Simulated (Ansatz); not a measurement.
The inner images of a band of H₅NO₂Si₂ (10 atoms, charge 0, multiplicity 1) are given out of order.

These are results of Ansatz, RKS r2SCAN/def2-SVP, not measurements.

First end point:

```xyz
10
Properties=species:S:1:pos:R:3
N -1.005 -0.583 -1.014
Si -0.528 -1.255 0.434
O 0.449 -0.509 1.413
Si 1.425 1.089 1.164
O 0.886 1.332 -0.505
H -0.554 0.334 -1.197
H -1.622 -0.975 -1.716
H -0.923 -2.656 0.684
H 0.299 1.893 1.825
H 1.657 1.277 -1.084
```

Last end point:

```xyz
10
Properties=species:S:1:pos:R:3
N -0.656 -0.327 -1.190
Si -1.214 -1.110 0.622
O -0.131 -0.034 1.558
Si 0.977 1.050 1.153
O 1.318 1.384 -0.323
H -1.410 0.209 -1.625
H -0.392 -1.064 -1.848
H -0.156 -2.206 0.401
H 1.577 1.718 2.326
H 0.170 0.328 -1.070
```

Task: Put them in order from the first end to the last, with their energies above the first end.
A.
```xyz
10
Properties=species:S:1:pos:R:3
N -0.569 -0.323 -1.145
Si -1.124 -1.072 0.623
O 0.217 -0.273 1.509
Si 1.057 1.028 1.108
O 1.179 1.465 -0.391
H -1.354 0.249 -1.468
H -0.513 -1.090 -1.830
H -0.460 -2.441 0.411
H 1.315 1.965 2.217
H 0.337 0.442 -1.033
```
B.
```xyz
10
Properties=species:S:1:pos:R:3
N -0.757 -0.503 -1.130
Si -1.046 -1.060 0.557
O 0.207 -0.282 1.457
Si 1.280 0.905 1.127
O 1.149 1.533 -0.391
H -1.388 0.237 -1.439
H -0.794 -1.239 -1.838
H -0.585 -2.500 0.498
H 1.283 1.997 2.145
H 0.735 0.861 -0.984
```
C.
```xyz
10
Properties=species:S:1:pos:R:3
N -0.874 -0.664 -1.131
Si -0.928 -1.095 0.559
O 0.274 -0.311 1.397
Si 1.398 0.911 1.100
O 1.009 1.683 -0.344
H -1.177 0.271 -1.396
H -1.199 -1.344 -1.816
H -0.702 -2.578 0.605
H 1.167 1.970 2.141
H 1.116 1.106 -1.112
```
D.
```xyz
10
Properties=species:S:1:pos:R:3
N -0.936 -0.704 -1.126
Si -0.852 -1.126 0.530
O 0.292 -0.358 1.388
Si 1.442 0.912 1.099
O 0.901 1.612 -0.366
H -0.870 0.280 -1.380
H -1.423 -1.269 -1.815
H -0.861 -2.611 0.674
H 0.989 1.936 2.117
H 1.402 1.275 -1.119
```
E.
```xyz
10
Properties=species:S:1:pos:R:3
N -0.972 -0.674 -1.092
Si -0.671 -1.205 0.471
O 0.349 -0.425 1.402
Si 1.461 0.992 1.127
O 0.830 1.455 -0.439
H -0.627 0.271 -1.304
H -1.527 -1.138 -1.802
H -0.945 -2.638 0.720
H 0.649 1.933 2.013
H 1.537 1.378 -1.092
```

Result: E (+0.4 kcal/mol), D (+1.2 kcal/mol), C (+1.8 kcal/mol), B (+0.1 kcal/mol), A (-5.9 kcal/mol).

Time of the run: 9.9 min on 2 threads of Arm Neoverse V2, with other jobs on the host, peak memory 0.22 GiB.
